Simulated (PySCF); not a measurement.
C2H4FGa.
Atom-mapped SMILES: `[F:1]/[CH:2]=[CH:3]/[GaH2:4]` (hydrogens: H5 on C2; H6 on C3; H7, H8 on Ga4)

Structure used (PBE0-D3(BJ)/def2-SVP), in Å, numbered top down from 1:
```
atom  x, y, z in Å
F1     2.5871    0.1462    0.1275
C2     1.3033   -0.1667    0.2632
C3     0.3153    0.4767   -0.3644
Ga4   -1.5181   -0.0866   -0.0787
H5     1.1712   -1.0119    0.9502
H6     0.6042    1.3050   -1.0216
H7    -1.7512   -1.2970    0.8964
H8    -2.7034    0.6436   -0.7978
```

Theory: PBE0-D3(BJ)/def2-SVP geometry optimisation, gas phase (PySCF 2.14.0).

Masses are those of the commonest isotopes; rigid-rotor values at the optimised geometry. 

Question: What are A, B and C (GHz)?

Answer: Ia = 13.54, Ib = 308.56, Ic = 322.10 u·Å²; 505379 MHz·u·Å²/I gives 37337, 1638 and 1569 MHz, that is A = 37.337, B = 1.6379, C = 1.5690 GHz.

Question: What kind of rotor is it?

Answer: A near-prolate asymmetric top: κ = (2 × 1638 − 37337 − 1569)/(37337 − 1569) = -1.00.

Question: Is it planar, by Δ = Ic − Ia − Ib?

Answer: Planar: Δ = Ic − Ia − Ib = 0.00 u·Å². For a rigid frame Δ = −2 Σ m c², so it vanishes when all atoms lie in the ab plane; here none is more than 0.01 Å from it.

Question: Which lines would a microwave search look for?

Answer: The dipole components are |μa| = 0.32 D, |μb| = 0.29 D, |μc| = 0.00 D; the mirror of this Cs structure is the ab plane, so μc vanishes by symmetry and there are no c-type lines. The squared components, which scale the intensities, stand as 1.00 : 0.84 (a : b). Some lines, for components of 0.1 D or more:

| type | branch | J(Ka,Kc) | MHz | lower level (cm⁻¹) |
| --- | --- | --- | --- | --- |
| a | R | 1(0,1) ← 0(0,0) | 3207 | 0.000 |
| a | R | 2(1,2) ← 1(1,1) | 6345 | 1.298 |
| a | R | 2(0,2) ← 1(0,1) | 6414 | 0.107 |
| a | R | 2(1,1) ← 1(1,0) | 6483 | 1.300 |
| a | R | 3(0,3) ← 2(0,2) | 9620 | 0.321 |
| a | R | 3(2,2) ← 2(2,1) | 9621 | 5.089 |
| a | R | 3(1,2) ← 2(1,1) | 9724 | 1.516 |
| b | Q | 1(1,0) ← 1(0,1) | 35768 | 0.107 |
| b | R | 2(1,2) ← 1(0,1) | 42044 | 0.107 |
| b | R | 3(1,3) ← 2(0,2) | 45148 | 0.321 |
| b | Q | 3(2,1) ← 3(1,2) | 106995 | 1.841 |
| b | Q | 2(2,0) ← 2(1,1) | 107098 | 1.516 |
| b | R | 2(2,1) ← 1(1,0) | 113581 | 1.300 |
| b | R | 3(2,2) ← 2(1,1) | 116719 | 1.516 |
| b | R | 3(2,1) ← 2(1,2) | 116926 | 1.509 |
| b | R | 3(3,0) ← 2(2,1) | 188289 | 5.089 |

Stationary, but not proved a minimum. These are rigid-rotor constants of the computed structure; measured ground-state constants (B0) also hold zero-point vibration. Quadrupole hyperfine structure (69Ga) is left out.
